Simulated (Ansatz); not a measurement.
Input for Ansatz (an electronic-structure program): U-PBE/def2-TZVPP on CH4OPb (SMILES C[O][PbH]), a point of a bond scan (R = 2.536 Å). Elements past Kr take the def2 small-core potentials; no spin–orbit coupling.

Ansatz 0.2 input:
```yaml
crystal:
  periodic: [false, false, false]
  atoms:
    - {symbol: Pb, position_ang: [-0.18088400, -0.24647814, 0.34040536]}
    - {symbol: H, position_ang: [-1.59448610, -0.91521359, -1.65568866]}
    - {symbol: O, position_ang: [1.00528976, 1.06933301, -0.77910563]}
    - {symbol: C, position_ang: [0.89711151, 1.34866124, -2.15568911]}
    - {symbol: H, position_ang: [0.71053154, 2.41844853, -2.30633806]}
    - {symbol: H, position_ang: [1.83700100, 1.10003060, -2.66238683]}
    - {symbol: H, position_ang: [0.08796474, 0.78793494, -2.63935184]}
basis:
  gaussian:
    orbitals: def2-TZVPP
hamiltonian:
  xc: {name: PBE}
magnetization: {spin_polarized: true, initial_magnetization: 0}
```

Question: Predict the final total energy.

Answer: -308.5070 hartree.

Question: How many basis functions does it have, and what does it roughly cost on one machine?

Answer: 168 functions; very roughly 7 core-seconds.
